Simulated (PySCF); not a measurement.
Computed shifts of a molecule C4H9FSi, PBE/pcSseg-1 run with PySCF, GIAO, gas phase, equivalent atoms averaged, in ppm (number of nuclei): ¹³C: 167.1 (1), 137.5 (1), 24.4 (1), 18.5 (1). ¹⁹F: -127.0 (1). ²⁹Si: -79.3 (1). ¹H: 5.64 (1), 4.53 (3), 3.09 (1), 2.00 (1), 1.27 (3). References: ¹³C against TMS (σ = 182.0 ppm); ¹⁹F against CFCl3 (σ = 133.6 ppm); ²⁹Si against TMS (σ = 335.4 ppm); ¹H against TMS (σ = 31.49 ppm), references at their B3LYP-D3(BJ)/def2-TZVP geometries, non-relativistic. Coordinates come from a PBE0-D3(BJ)/def2-SVP optimisation. Other conformers were not sampled.

Task: Which molecule gave these data?
(A) CC/C=C(\F)[SiH3]
(B) C=CC[C@H](F)[SiH3]
(C) C[Si@H]1C[C@H](F)C1
(D) C[C@@H]1C[SiH2][C@@H]1F

Result: A, CC/C=C(\F)[SiH3]
